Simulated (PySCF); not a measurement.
These compounds are isomers of formula C8H10NP.

A. SMILES CN=P12C=CC(C=C1)C=C2
B. `Cc1nccc(C2CC2)p1`
C. `InChI=1S/C8H10NP/c1-7(2)10-8-3-5-9-6-4-8/h3-6,10H,1H2,2H3`
D. `NP1Cc2ccccc2C1`

Spectrum 1. $^{13}$C{$^{1}$H} NMR (computed): δ 146.2 (C), 133.8 (CH), 132.0 (CH), 45.7 (CH2).

Spectrum 2. $^{13}$C{$^{1}$H} NMR (computed): δ 157.9 (CH), 145.0 (CH), 50.9 (CH), 34.1 (CH3).

Spectrum 3. $^{13}$C{$^{1}$H} NMR (computed): δ 156.3 (C), 155.1 (CH), 154.1 (C), 137.5 (CH2), 130.9 (CH), 29.9 (CH3).

Spectrum 4. $^{13}$C{$^{1}$H} NMR (computed): δ 205.0 (C), 204.6 (C), 151.0 (CH), 125.1 (CH), 34.1 (CH3), 26.2 (CH), 23.7 (CH2).

- shieldings: GIAO PBE0/pcSseg-1
- GFN2-xTB geometry
- run in PySCF 2.14
- fast rotation and ring inversion assumed for equivalent nuclei, single conformer, no solvent model, relativity neglected

Chemical shifts δ = σref − σ; $^{13}$C against TMS, all at this level. Splittings of carbon signals by F and P are missing where no couplings were computed. Shifts are as computed. Against solution values, carbons near 30 ppm lie about +3 ppm off and those near 130 ppm about +5 ppm. Of 1211 compounds with measured shifts, 218 miss one by over three times the rms of a fit or turn the order of signals round; such compounds aren't used in these exercises.

Which spectrum belongs to which compound?

Answers

1–D, 2–A, 3–C, 4–B.

- Spectrum 1 (D): 4 $^{13}$C signals; δC 133.8 is an aromatic CH; δC 132.0 is an aromatic CH.
- Spectrum 2 (A): 4 $^{13}$C signals; δC 157.9 is an alkene CH; δC 145.0 is an alkene CH.
- Spectrum 3 (C): 6 $^{13}$C signals; δC 155.1 is an aromatic CH next to a ring nitrogen; δC 154.1 is a fully substituted alkene carbon.
- Spectrum 4 (B): 7 $^{13}$C signals; δC 151.0 is an aromatic CH next to a ring nitrogen; δC 34.1 is a methyl carbon on an aromatic ring.
